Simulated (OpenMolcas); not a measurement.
**Ag2+: effect of the metal basis**

Ag2+ with its 6 nearest fluoride ions at 2.215 Å, on the Cd site of idealised cubic KCdF3 (a = 4.302 Å, distance in the model lattice 2.151 Å). The rest of the host is ab initio model potentials to 7.6 Å and point charges beyond; the distance is set by hand and nothing relaxes.

```yaml
Program: OpenMolcas
Method: CASSCF
Spin-orbit_coupling: state interaction with AMFI integrals over the reference wave functions
```

Fixed: ligand basis ANO-RCC-VDZP, active space 9 electrons in 5 orbitals (4d), DKH2 Hamiltonian.

States (labels of O, the rotations of Oh). Energies in cm-1 above the lowest state or level, χT in cm3 K/mol; 10Dq is the gap between the two states.

```
Run   Metal basis  Ground state  First state of that spin  10Dq  First gap with spin-orbit (degeneracies)  χT at 300 K                     Cost
  A  ANO-RCC-VDZP            2E                  2T2 9566  9566                               8242 (4, 2)        0.630  roughly 11 core-seconds
  B  ANO-RCC-VTZP            2E                  2T2 9229  9229                               7931 (4, 2)        0.637  roughly 16 core-seconds
```

Against A, |10Dq| changes by -3.5 % in B.

Costs are those of the RASSCF and RASSI steps.

An orbital doublet at a regular site is open to a Jahn-Teller distortion, which this geometry leaves out. With metal d orbitals alone the field can be off either way by tens of per cent. Ligand-to-metal charge-transfer states are missing. No measured value stands beside these numbers; the geometry was set by hand and not optimised.
